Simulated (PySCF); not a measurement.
Compound: Ge(vinyl)(OMe)3, C5H12GeO3.
SMILES: `C=[CH][Ge]([O]C)([O]C)[O]C`

The calculation used PySCF 2.14.0, density-fitted response routines, TDDFT PBE0/def2-SVPD, vertical, gas phase, core orbitals frozen in the response. One conformer (not necessarily the lowest) at the PBE0-D3(BJ)/def2-SVP geometry, without solvent, vibrations or thermal averaging. Relativistic effects, spin–orbit coupling among them, are left out although an element past zinc is present.

Each state is given a Gaussian of 0.5 eV full width at half maximum, with ε(max) = 2.175×10⁸ f / Δν̃ (Δν̃ the width in cm⁻¹). The width is an assumption, not a result. The curve ends short of the highest state used, and states not computed would add to its high-energy end.

(λ (nm), ε (L mol⁻¹ cm⁻¹)): (170.0, 9472), (171.6, 8164), (173.3, 7310), (174.9, 6919), (176.6, 6770), (178.2, 6714), (179.8, 6598), (181.5, 6294), (183.1, 5789), (184.8, 5038), (186.4, 4205), (188.0, 3351), (189.7, 2526), (191.3, 1898), (193.0, 1421), (194.6, 1144), (196.2, 1004), (197.9, 963), (199.5, 983), (201.2, 1029), (202.8, 1070), (204.4, 1092), (206.1, 1085), (207.7, 1046), (209.4, 974), (211.0, 882), (212.6, 776), (214.3, 654), (215.9, 541), (217.6, 428), (219.2, 333), (220.8, 252), (222.5, 182), (224.1, 130), (225.7, 90), (227.4, 60), (229.0, 40), (230.7, 25), (232.3, 16), (233.9, 10), (235.6, 6), (237.2, 3), (238.9, 2), (240.5, 1)

Problem. Where are the band maxima, and which computed states make them?

Solution. 205 nm (6.05 eV), ε about 1100, made up of S1 (38%), S2 (40%) and S3 (21%) (ε in L mol⁻¹ cm⁻¹; maxima over ε = 5, shares over 10%). At its high-energy end, 7.29 eV, the curve is still rising (ε about 9400, from S9 and S10). The states used: S1 5.91 eV (f 0.0097); S2 6.08 eV (f 0.0082); S3 6.22 eV (f 0.0060); S4 6.73 eV (f 0.012); S5 6.81 eV (f 0.077); S6 7.06 eV (f 0.021); S7 7.12 eV (f 0.024); S8 7.16 eV (f 0.0077); S9 7.24 eV (f 0.026); S10 7.54 eV (f 0.177); S11 7.60 eV (f 0.039); S12 7.72 eV (f 0.037); S13 7.79 eV (f 0.023); S14 7.85 eV (f 0.015); S15 7.89 eV (f 0.031).

Problem. On this curve, what absorbance would a 10⁻³ mol/L sample give at 193 nm over a 1 cm path?

Solution. 193 nm is 6.424 eV, where ε is about 1400 L mol⁻¹ cm⁻¹, so A = ε c l ≈ 1.4 (Beer–Lambert, with the gas-phase spectrum and the assumed width).

Problem. What would ε be at 6.05 eV, the highest of these maxima, with half the width (0.25 eV)?

Solution. About 1430 L mol⁻¹ cm⁻¹ against 1090, a factor of about 1.3; a lone state at its own centre would give exactly 2.

Problem. Coming from long wavelengths, where does ε first pass 100 L mol⁻¹ cm⁻¹?

Solution. At about 225 nm (5.50 eV), 0.40 eV below S1.
